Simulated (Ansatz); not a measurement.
`O=[CH][Al]([OH])[SiH3]` and `[OH][AlH][SiH3]` differ in one atom or group.

Ansatz, PBE0-D4/def2-TZVP geometries, multiplicity 1. Each molecule was computed in one conformer, which needn't be the lowest.

```csv
property,`O=[CH][Al]([OH])[SiH3]`
"ideal-gas entropy at 298 K and 1 bar (rigid rotor, harmonic PBE0-D4/def2-TZVP) / J/(mol·K)",395
LUMO energy (B3LYP/def2-TZVPP) / eV,-2.47
HOMO–LUMO gap (ωB97M-V/def2-TZVPP) / eV,8.51
LUMO energy (PBE0/def2-TZVPP) / eV,-2.25
LUMO energy (ωB97M-V/def2-TZVPP) / eV,-0.28
HOMO energy (PBE0/def2-TZVPP) / eV,-6.58
```

Task: What does the change do to each property? (An estimate is asked.)

Result: The calculation gave: 
```tsv
property	`[OH][AlH][SiH3]`	shift
ideal-gas entropy at 298 K and 1 bar (rigid rotor, harmonic PBE0-D4/def2-TZVP) / J/(mol·K)	331	-64
LUMO energy (B3LYP/def2-TZVPP) / eV	-1.57	0.90
HOMO–LUMO gap (ωB97M-V/def2-TZVPP) / eV	9.89	1.38
LUMO energy (PBE0/def2-TZVPP) / eV	-1.39	0.86
LUMO energy (ωB97M-V/def2-TZVPP) / eV	0.27	0.55
HOMO energy (PBE0/def2-TZVPP) / eV	-7.61	-1.03
```

With PBE0 the HOMO falls by 1.03 eV and the LUMO rises by 0.86 eV, so the gap widens by about 1.89 eV. PBE moves the HOMO by -1.28 eV and ωB97M-V by -0.82 eV. The zero-point energy changes by -29.0 kJ/mol with -6 modes. Modes under 60 cm⁻¹, often nearly free rotors, make the harmonic entropy too high.

B3LYP here is the variant with VWN-RPA as its local correlation; programs differ in this.
